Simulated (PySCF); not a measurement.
PySCF job for 1-bromo-1-fluoropropa-1,2-diene (C3H2BrF), SMILES C=C=C(F)Br, B3LYP/pcSseg-1. The structure is a stationary point at PBE0-D3(BJ)/def2-SVP.

```python
import numpy as np
from pyscf import gto, scf, dft
from pyscf.prop.nmr import rks as nmr

mol = gto.M(
    atom='''
    C    -0.81729014    2.77340150   -0.00000000
    C    -0.13849885    1.65623345   -0.00000000
    C     0.51786054    0.52713763   -0.00000000
    F     1.83849858    0.43390980    0.00000000
    Br   -0.33408419   -1.14771712   -0.00000000
    H    -1.11298488    3.26213782   -0.93612272
    H    -1.11298488    3.26213781    0.93612273
    ''',
    basis='pcSseg-1',
    charge=0,
    spin=0,
    max_memory=1600,
    verbose=3,
)
mf = dft.RKS(mol, xc='b3lyp')
mf.grids.level = 3
mf.conv_tol = 1e-10
mf.max_cycle = 100
mf.kernel()
n = nmr.NMR(mf)
n.verbose = 2
n.max_cycle_cphf = 60
sigma = n.kernel()
print('atom   isotropic/ppm   span/ppm')
for i, s in enumerate(sigma):
    w = np.linalg.eigvalsh((s + s.T) / 2)
    print(f'{mol.atom_symbol(i):2s}{i + 1:3d} {w.mean():14.3f} {w[2] - w[0]:11.3f}')
```

It prints:

```
converged SCF energy = -2789.17782074654
atom   isotropic/ppm   span/ppm
C   1         80.424     163.670
C   2        -36.450      51.077
C   3         30.402      78.047
F   4        277.037     133.191
Br  5       1908.176    1527.488
H   6         25.496       4.725
H   7         25.496       4.725
```

Self-consistency was reached.
